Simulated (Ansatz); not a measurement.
Calculated with Ansatz (gas phase, PBE0-D4/def2-TZVP geometries, no zero-point term in ΔE). CCSD(T)/CBS is the MP2 limit (def2-TZVPP, def2-QZVPP) plus CCSD(T) − MP2 in def2-TZVPP, frozen cores. This one scheme is used for every species. DFT in def2-TZVPP. HSE06 is defined as in plane-wave codes. One conformer a species, not always the lowest.

Reaction (ligand exchange at a B–C bond): `CCBCF` + HCl → `FCBCl` + `CC`

| level | ΔE (kJ/mol) | difference from CCSD(T)/CBS |
| --- | --- | --- |
| BLYP-D4 | -93.0 | -3.1 |
| B97M-V | -93.3 | -3.4 |
| HSE06-D4 | -91.3 | -1.4 |
| BHLYP-D4 | -92.9 | -3.0 |
| CAM-B3LYP-D4 | -90.3 | -0.4 |
| ωB97M-V | -89.9 | 0.0 |
| BLYP | -96.5 | -6.6 |
| r2SCAN | -94.2 | -4.3 |
| r2SCAN0 | -93.7 | -3.8 |
| LC-ωPBE | -89.3 | 0.6 |
| RPA@PBE/def2-TZVPP | -91.0 | -1.1 |
| CCSD(T)/def2-SVP | -103.4 | -13.5 |
| HF/def2-TZVPP | -97.1 | -7.2 |
| SCS-MP2/def2-TZVPP | -94.5 | -4.6 |
| CCSD(T)/def2-TZVPP | -91.1 | -1.2 |
| HF/CBS(def2) | -96.4 | -6.5 |
| CCSD(T)/CBS | -89.9 | 0 |

Largest T1 diagnostic among the species: 0.012.

Leaving LDA and LC-ωPBE aside and taking each functional with its dispersion term where it has one, the values, not all of them listed here, spread over 5.5 kJ/mol, from B2PLYP to ωB97M-V. LDA lies +7.0 kJ/mol from PBE without D4. At CCSD(T), def2-SVP lies −13.5 kJ/mol from the extrapolated value and def2-TZVPP −1.2 kJ/mol.

CCSD(T)/CBS has its own doubt, a few kJ/mol and more with outer-core shells, so smaller differences from it don't rank the levels.
